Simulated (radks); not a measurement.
Species: Si2+. Configuration: [Ne] 3s2 (the NIST ground configuration).

All-electron calculation, Dirac Kohn-Sham, BLYP, spin-unpolarised, spherical densities, point nucleus. Program: a radial shooting solver on a logarithmic mesh with Libxc functionals.

Energy parts (eV):
| part | energy |
|---|---|
| total | -7867.822 |
| kinetic | 7892.053 |
| electron-nucleus | -18535.090 |
| Hartree | 3328.138 |
| exchange-correlation | -552.923 |

Orbitals (lengths in bohr, moments of r in powers of bohr):
orbital  occ.  eigenvalue (eV)   <1/r>
1s1/2       2        -1809.008   13.64
2s1/2       2        -160.6048   2.584
2p1/2       2        -117.3505   2.476
2p3/2       4        -116.6981   2.462
3s1/2       2         -28.4791  0.7020

The highest occupied level is 3s1/2 at -28.479 eV. The density falls to 0.001 e/bohr^3 at r = 3.43 bohr.
